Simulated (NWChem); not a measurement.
## disulfane (H2S2) in NWChem

SMILES: SS
```xyz
4

S      0.9155     0.4855     0.0553
S     -0.9155    -0.4855     0.0553
H      1.5366    -0.2680    -0.8848
H     -1.5366     0.2680    -0.8848
```
Charge 0, spin multiplicity 1.

Program: NWChem. Structure: optimised with PBE0/def2-SVP, a minimum by its harmonic frequencies. It is one conformer; others weren't searched.

Symmetry labels belong to the abelian group C2 used in the runs, with the axes of the coordinates shown; states degenerate in a higher group split over its labels.

Problem. List the lowest 3 singlet excitations that CIS/def2-SVPD gives, with oscillator strengths.

Solution. 
```json
[
 {"state": "1", "symmetry": "a", "energy (eV)": "5.40", "wavelength (nm)": "229", "f": "0.002"},
 {"state": "2", "symmetry": "b", "energy (eV)": "5.42", "wavelength (nm)": "229", "f": "0.013"},
 {"state": "3", "symmetry": "a", "energy (eV)": "6.77", "wavelength (nm)": "183", "f": "0.014"}
]
```
